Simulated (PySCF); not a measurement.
## How methods differ on the ionisation energy of O⁺

O⁺ [He] 2s2 2p3 (4S) → O²⁺ [He] 2s2 2p2 (3P), as a difference of total energies. All numbers are calculated (PySCF 2.14, scalar relativity by spin-free X2C-1e, in x2c-TZVPPall (5s3p2d1f, 31 functions)). Correlated levels: valence and next inner shell: nothing frozen. The calculations carry no spin-orbit coupling.

```tsv
method	ionisation energy (eV)	plus first-order spin-orbit estimate	error of that sum (eV)
UHF	34.573	34.545	-0.576
MP2 (valence and next inner shell)	35.205	35.177	+0.056
SCS-MP2 (valence and next inner shell)	34.949	34.922	-0.199
CCSD (valence and next inner shell)	35.031	35.004	-0.117
CCSD(T) (valence and next inner shell)	35.037	35.010	-0.111
CCSDT (valence and next inner shell)	35.036	35.008	-0.113
```

Reference: 35.121 eV (measured; NIST Atomic Spectra Database, ionization energies).

A first-order spin-orbit estimate (lowest level to lowest level, LS coupling) adds -0.028 eV.

Errors of the correlated levels include the incompleteness of this basis.
